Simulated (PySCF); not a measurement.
C3H4BrF. Atoms are numbered in the order given.

```xyz
9

C     -1.6725     0.9225     0.0000
C     -0.2350     0.5421     0.0000
Br     0.1605    -1.3054     0.0000
C      0.7926     1.3926     0.0000
F      0.5959     2.7093     0.0000
H     -2.1847     0.5204     0.8879
H     -1.7679     2.0169     0.0000
H     -2.1847     0.5204    -0.8879
H      1.8461     1.1043     0.0000
```

Coordinates come from a PBE0-D3(BJ)/def2-SVP optimisation.

The numbers are results of PySCF with PBE0-D3(BJ)/def2-SVP, not measurements.

Frequencies are harmonic and unscaled.

```json
[
 {"mode": "1", "ν (cm⁻¹)": "178", "IR (km/mol)": "0.1", "moving atoms (share of kinetic energy)": "H 97 %"},
 {"mode": "2", "ν (cm⁻¹)": "229", "IR (km/mol)": "3.9", "moving atoms (share of kinetic energy)": "C 44 %, F 32 %, H 12 %, Br 12 %"},
 {"mode": "3", "ν (cm⁻¹)": "264", "IR (km/mol)": "0.6", "moving atoms (share of kinetic energy)": "C 58 %, F 27 %, H 11 %"},
 {"mode": "4", "ν (cm⁻¹)": "290", "IR (km/mol)": "1.2", "moving atoms (share of kinetic energy)": "C 54 %, H 27 %, F 10 %, Br 9 %"},
 {"mode": "5", "ν (cm⁻¹)": "390", "IR (km/mol)": "2.7", "moving atoms (share of kinetic energy)": "F 41 %, Br 31 %, C 26 %"},
 {"mode": "6", "ν (cm⁻¹)": "432", "IR (km/mol)": "15.2", "moving atoms (share of kinetic energy)": "C 61 %, H 37 %"},
 {"mode": "7", "ν (cm⁻¹)": "747", "IR (km/mol)": "15.1", "moving atoms (share of kinetic energy)": "C 67 %, H 23 %, F 8 %"},
 {"mode": "8", "ν (cm⁻¹)": "865", "IR (km/mol)": "13.2", "moving atoms (share of kinetic energy)": "H 67 %, C 32 %"},
 {"mode": "9", "ν (cm⁻¹)": "988", "IR (km/mol)": "3.2", "moving atoms (share of kinetic energy)": "C 53 %, H 44 %"},
 {"mode": "10", "ν (cm⁻¹)": "1047", "IR (km/mol)": "0.3", "moving atoms (share of kinetic energy)": "H 69 %, C 31 %"},
 {"mode": "11", "ν (cm⁻¹)": "1111", "IR (km/mol)": "107.2", "moving atoms (share of kinetic energy)": "C 60 %, H 34 %"},
 {"mode": "12", "ν (cm⁻¹)": "1205", "IR (km/mol)": "117.9", "moving atoms (share of kinetic energy)": "C 47 %, F 31 %, H 22 %"},
 {"mode": "13", "ν (cm⁻¹)": "1335", "IR (km/mol)": "0.2", "moving atoms (share of kinetic energy)": "H 82 %, C 17 %"},
 {"mode": "14", "ν (cm⁻¹)": "1402", "IR (km/mol)": "8.6", "moving atoms (share of kinetic energy)": "H 63 %, C 36 %"},
 {"mode": "15", "ν (cm⁻¹)": "1445", "IR (km/mol)": "15.2", "moving atoms (share of kinetic energy)": "H 97 %"},
 {"mode": "16", "ν (cm⁻¹)": "1450", "IR (km/mol)": "1.7", "moving atoms (share of kinetic energy)": "H 95 %"},
 {"mode": "17", "ν (cm⁻¹)": "1773", "IR (km/mol)": "33.7", "moving atoms (share of kinetic energy)": "C 95 %"},
 {"mode": "18", "ν (cm⁻¹)": "3060", "IR (km/mol)": "8.6", "moving atoms (share of kinetic energy)": "H 97 %"},
 {"mode": "19", "ν (cm⁻¹)": "3147", "IR (km/mol)": "3.2", "moving atoms (share of kinetic energy)": "H 91 %, C 9 %"},
 {"mode": "20", "ν (cm⁻¹)": "3180", "IR (km/mol)": "1.1", "moving atoms (share of kinetic energy)": "H 90 %, C 10 %"},
 {"mode": "21", "ν (cm⁻¹)": "3246", "IR (km/mol)": "2.0", "moving atoms (share of kinetic energy)": "H 91 %, C 9 %"}
]
```
